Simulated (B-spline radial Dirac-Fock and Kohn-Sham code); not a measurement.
# What relativity does to the binding energies of Yb³²⁺

System: Yb³²⁺ in the configuration 1s2 2s2 2p6 3s2 3p6 3d10 4s2 4p6 4d2.

Both columns are ΔSCF binding energies of the configuration average from an atomic code on a B-spline grid: non-relativistic Hartree-Fock with a point nucleus, and Dirac-Fock with a finite nucleus and the Coulomb interaction alone, averaged over the two j levels with weights 2j+1.

| shell | Hartree-Fock (eV) | Dirac-Fock (eV) | shift (eV) | shift (%) |
| --- | --- | --- | --- | --- |
| 1s | 58475.9 | 62904.1 | +4428.19 | +7.57 |
| 2s | 10654.3 | 11818.0 | +1163.79 | +10.92 |
| 2p | 10221.1 | 10603.5 | +382.41 | +3.74 |
| 3s | 3372.4 | 3662.6 | +290.22 | +8.61 |
| 3p | 3176.8 | 3284.7 | +107.92 | +3.40 |
| 3d | 2817.9 | 2803.5 | -14.44 | -0.51 |
| 4s | 1498.0 | 1589.1 | +91.08 | +6.08 |
| 4p | 1407.5 | 1442.8 | +35.37 | +2.51 |
| 4d | 1266.7 | 1265.8 | -0.91 | -0.07 |

Relativity binds 1s, 2s, 2p, 3s, 3p, 4s, 4p more strongly, among those listed most of all 2s in relative terms, and 3d, 4d more weakly, because the contracted s and p shells screen the nucleus better.

Values without a named source are computed, but for edge energies of neutral atoms, which are taken from tables.
